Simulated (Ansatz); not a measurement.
This geometry of BFGaH4N (8 atoms, charge 0, multiplicity 1) is a first-order saddle point.

Theory: Ansatz, RKS PBE0/def2-SVP.

```xyz
8
Properties=species:S:1:pos:R:3
B 0.045 1.384 0.025
N 0.567 0.158 0.440
Ga -0.194 -1.375 -0.272
F -1.657 -1.900 0.537
H -0.875 1.375 -0.776
H 0.493 2.434 0.430
H 1.341 0.146 1.097
H 0.282 -2.222 -1.480
```

Question: Which two structures does it join? (They come from a converged band through this point; their orientation in space is the band's.)

Answer: No bond is made or broken. The dihedral B1–N2–Ga3–F4 goes from 180 to 0°.

Initial state:

```xyz
8
Properties=species:S:1:pos:R:3
B 0.484 1.329 -0.337
N 0.139 0.277 0.524
Ga -0.515 -1.341 -0.057
F -0.838 -2.430 1.280
H 0.346 1.173 -1.533
H 0.911 2.372 0.106
H 0.257 0.412 1.525
H -0.784 -1.791 -1.509
```

Final state:

```xyz
8
Properties=species:S:1:pos:R:3
B 0.481 1.327 -0.240
N 0.134 0.242 0.586
Ga -0.518 -1.385 0.024
F -0.711 -1.535 -1.707
H 0.352 1.225 -1.438
H 0.903 2.347 0.263
H 0.257 0.370 1.587
H -0.898 -2.589 0.924
```

Question: How far does it lie above each of them?

Answer: 23.2 kJ/mol above the first and 15.2 kJ/mol above the second. This is the barrier of this one path; another mechanism may lie lower.

Run time: 100 s on 2 threads of Arm Neoverse V1 (shared host), peak memory 0.2 GiB.
